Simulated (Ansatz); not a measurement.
`CCCCCCl` + `N[SiH](N)O` → `CO[SiH](N)N` + `CCCCCl`  (substitution at a C–C bond)

Computed with Ansatz on PBE0-D4/def2-TZVP structures; ΔE is electronic, products minus reactants. CBS: MP2 limit from def2 TZ/QZ plus the TZ coupled-cluster correction, frozen cores. DFT in def2-TZVPP. One conformer a species, not always the lowest.

Question: Is it downhill or uphill in electronic energy at CCSD(T)/CBS, and by how much? (An estimate is asked.)

Answer: The calculation gave: Uphill: ΔE = +58.6 kJ/mol.

Question: What do these levels give: PBE-D4, r2SCAN-D4, ωB97X-V, ωB97M-V, PBE, r2SCAN, HF/def2-TZVPP, MP2/def2-TZVPP, SCS-MP2/def2-TZVPP, CCSD(T)/def2-TZVPP, MP2/def2-QZVPP, MP2/CBS(def2)? (An estimate is asked.)

Answer: Computed: PBE-D4 52.8, r2SCAN-D4 53.7, ωB97X-V 51.4, ωB97M-V 54.2, PBE 53.5, r2SCAN 53.8, HF/def2-TZVPP 46.3, MP2/def2-TZVPP 61.4, SCS-MP2/def2-TZVPP 56.2, CCSD(T)/def2-TZVPP 56.4, MP2/def2-QZVPP 62.6, MP2/CBS(def2) 63.6 kJ/mol.

Largest T1 diagnostic among the species: 0.010.

In def2-TZVPP, CCSD(T) changes the Hartree–Fock value by +10.1 kJ/mol (the triples alone add +0.6 kJ/mol) and MP2 by +15.1 kJ/mol.
